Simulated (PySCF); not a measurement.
# RbCa: frontier orbitals

PBE0 at R = 4.444 Å; basis Rb x2c-TZVPall, Ca x2c-TZVPall; spin-free X2C with a Gaussian nucleus; PySCF 2.14. State: ²Σ⁺ (doublet), unpaired electrons σ ↑. Only the outer orbitals are listed, counted within each symmetry.

```tsv
spin	orbital	occ.	ε (eV)	on Rb (%)	main shells (%)
α	5π	1	-30.13	0	100 Ca p
α	5π	1	-30.13	0	100 Ca p
α	12σ	1	-30.09	0	100 Ca p
α	6π	1	-17.72	100	100 Rb p
α	6π	1	-17.72	100	100 Rb p
α	13σ	1	-17.68	100	100 Rb p
α	14σ	1	-4.43	13	87 Ca s, 10 Rb s
α	15σ	1	-2.81	67	66 Rb s, 23 Ca p, 8 Ca s
α	7π	0	-1.07	34	64 Ca p, 28 Rb p
α	7π	0	-1.07	34	64 Ca p, 28 Rb p
α	16σ	0	-1.03	55	45 Ca p, 35 Rb p, 18 Rb s
β	5π	1	-30.12	0	100 Ca p
β	5π	1	-30.12	0	100 Ca p
β	12σ	1	-30.05	0	100 Ca p
β	6π	1	-17.65	100	100 Rb p
β	6π	1	-17.65	100	100 Rb p
β	13σ	1	-17.61	100	100 Rb p
β	14σ	1	-4.19	7	92 Ca s
β	15σ	0	-1.44	61	59 Rb s, 30 Ca p
β	7π	0	-0.96	24	71 Ca p, 16 Rb p, 8 Rb d
β	7π	0	-0.96	24	71 Ca p, 16 Rb p, 8 Rb d
```

Q: Which are the highest filled and the lowest empty level, where do they sit, and how wide is the gap?

A: Highest filled α 15σ at -2.81 eV (in %: 66 Rb s, 23 Ca p, 8 Ca s); lowest empty β 15σ at -1.44 eV (in %: 59 Rb s, 30 Ca p); the gap at PBE0 is 1.37 eV.

```json
{
 "bond order (Mayer)": "0.51",
 "⟨S²⟩": "0.765",
 "charge on Rb (Mulliken, basis-dependent)": "0.13",
 "charge on Rb (Löwdin, basis-dependent)": "-0.18",
 "dipole moment (positive dipole means Rb(−)Ca(+))": "-2.70 D",
 "polarisability along the bond": "919.6 bohr³",
 "polarisability across the bond": "378.0 bohr³"
}
```

Spin–orbit coupling is left out. The state is the lowest determinant that a PBE0 search found; another state may lie lower at other levels.
